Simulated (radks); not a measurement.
Ti20+, configuration [He].

Calculated with a radial shooting solver on a logarithmic mesh with Libxc functionals: non-relativistic Kohn-Sham, BLYP, spin-polarised, spherical densities, point nucleus.

Energy parts (eV):
| part | energy |
|---|---|
| total | -12797.542 |
| kinetic | 12796.180 |
| electron-nucleus | -25963.165 |
| Hartree | 735.692 |
| exchange-correlation | -366.249 |

Orbitals (lengths in bohr, moments of r in powers of bohr; <r^-3> diverges for s and p1/2; r(90%) holds 90 % of the orbital's charge):
1s: occ. 2; eigenvalue (eV) -6080.398; r(90%) 0.124
2s: occ. 0; eigenvalue (eV) -1486.281; r(90%) 0.438
2p: occ. 0; eigenvalue (eV) -1440.865; r(90%) 0.397; <r^-3> 353.8

The highest occupied level is 1s at -6080.4 eV. Summed over all electrons, <r^2> = 0.01290 bohr^2, which gives a Langevin (diamagnetic) susceptibility term of -0.0102 x 10^-6 cm^3/mol.
